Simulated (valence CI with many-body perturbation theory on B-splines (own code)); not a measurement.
**N⁺ in three bases**

Calculated by valence CI with perturbative core correlation (CI+MBPT): four valence electrons over a frozen Dirac-Fock core [He], radial functions for each j: 9 s, 9 p, 8 d, 6 f, 3 g, 1 h, with the one-electron correlation potential Σ1, the two-electron term Σ2, the three-electron term Σ3, Breit, model QED; selected CI, second order for the rest, scaled by the run's own slope (own B-spline code, finite nucleus).

Against 39 measured levels this calculation errs by 80 cm⁻¹ on average and by 262 at most. These come from a selection out of the NIST Handbook of Basic Atomic Spectroscopic Data. Levels without a partner in it may be off by more. Among the levels kept, up to 590 cm⁻¹ of a level comes from second order outside the variational space, and about a tenth of that is noise between levels of different J, which matters for small intervals.

The reference run has the lowest level 2s2 2p2 3P_0 and an ionisation energy of 29.5869 eV. Its largest variational space holds 23305 state functions.

Changed runs:
A. basis 6 s, 6 p, 5 d, 3 f, 1 g
B. basis 5 s, 5 p, 4 d, 2 f

Excitation energies of the reference run in cm⁻¹, and shifts in cm⁻¹:

```
                 Level  Reference        A        B
          2s2 2p2 3P_1       50.3     -2.7     -1.5
          2s2 2p2 3P_2        133     -4.3     -2.6
          2s2 2p2 1D_2      15429     +111     +353
          2s2 2p2 1S_0      32877     +164     +501
          2s 2p3 5S°_2      46612     -178     -553
          2s 2p3 3D°_3      92271      +46     +195
          2s 2p3 3D°_2      92286      +47     +194
          2s 2p3 3D°_1      92286      +49     +195
          2s 2p3 3P°_1     109318     +118     +379
          2s 2p3 3P°_2     109321     +116     +377
          2s 2p3 3P°_0     109323     +120     +381
          2s 2p3 1D°_2     144362     +251     +844
Ionisation energy (eV)    29.5869  -0.0127  -0.0364
```
